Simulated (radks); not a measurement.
Polarisabilities and homonuclear dispersion coefficients (atomic units). Method: non-relativistic Kohn-Sham, LDA (Slater exchange, VWN5 correlation), spin-unpolarised, spherical densities, point nucleus; computed with a radial shooting solver on a logarithmic mesh with Libxc functionals. Response by self-consistent Sternheimer equations with the Hartree and adiabatic LDA kernel. "Uncoupled" leaves out the induced potential. Quadrupole and octupole values are given only where no p, d or f shell is open. The Sternheimer factor gamma scales a distant field gradient at the nucleus by 1 - gamma.

species  configuration  alpha1 (bohr^3)  alpha1, uncoupled  alpha2 (bohr^5)  alpha3 (bohr^7)       C6     C8  Sternheimer gamma  recommended alpha1
Mg            [Ne] 3s2            71.38              122.2            869.6            16740    622.8  43780             -0.184        71.2 +/- 0.4
Mg+           [Ne] 3s1            29.77              37.18            174.3             1943    121.6   4519              -2.31                   -
Mg2+              [Ne]           0.5135             0.5821           0.6080            1.286   0.6241  3.767              -3.51                   -
Mg3+      [He] 2s2 2p5           0.3626             0.4292                -                -   0.3375      -                  -                   -
Mg4+      [He] 2s2 2p4           0.2878             0.3653                -                -   0.1999      -                  -                   -
Mg5+      [He] 2s2 2p3           0.2506             0.3480                -                -   0.1279      -                  -                   -
Mg6+      [He] 2s2 2p2           0.2346             0.3609                -                -  0.08857      -                  -                   -

Recommended values: Schwerdtfeger and Nagle, table of static dipole polarisabilities (2023 update), measured or computed.

Beside tabulated values, note that spin-unpolarised runs miss the spin-polarisation part of the exchange energy of open shells.
